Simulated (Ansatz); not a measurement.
A made-up structure of BSiH₃Br (charge -1), singlet:

```
6
angstrom
Si -0.7602 0.3268 -0.1810
B 0.5946 -0.1405 0.4498
Br 0.8170 -2.0267 0.2552
H -1.3337 -0.5092 -1.3811
H -0.5936 1.7658 -0.3535
H 1.2759 0.5838 1.2106
```

It is relaxed with PBE-D4/def2-SVPD and then PBE0-D4/def2-TZVPD (Ansatz 0.2.0). Atoms count as bonded within 1.22 times the sum of their covalent radii (H–H: 0.88 Å). The end point is not checked to be a true minimum.

Task: Does its bonding change? (A judgement: the text doesn't fix the answer.)

Result: By the calculation: No: no bond forms or breaks.

Where it ends: The first stage lowers the energy by 2.36 eV in 8 steps. It ends as BSiH₃Br ([SiH2][BH][Br]), total charge -1:
```xyz
6
angstrom
Si -0.8637 0.4453 -0.2798
B 0.6909 -0.2564 0.5152
Br 1.1309 -2.2116 0.4989
H -1.4873 -0.2440 -1.4582
H -0.8729 1.9235 -0.5516
H 1.4019 0.3433 1.2755
```

Labels in which every atom is bracketed show which atoms are joined, not bond orders.

For scale, one of the runs: PBE0-D4/def2-TZVPD relaxation, 164 basis functions, launched by `ansatz run in.yaml --threads 2 --pin off --events-out ev --progress --plain --max-ram 4352MiB`. The run took about 36 s on 2 CPU threads of an Arm Neoverse V1 (shared host).
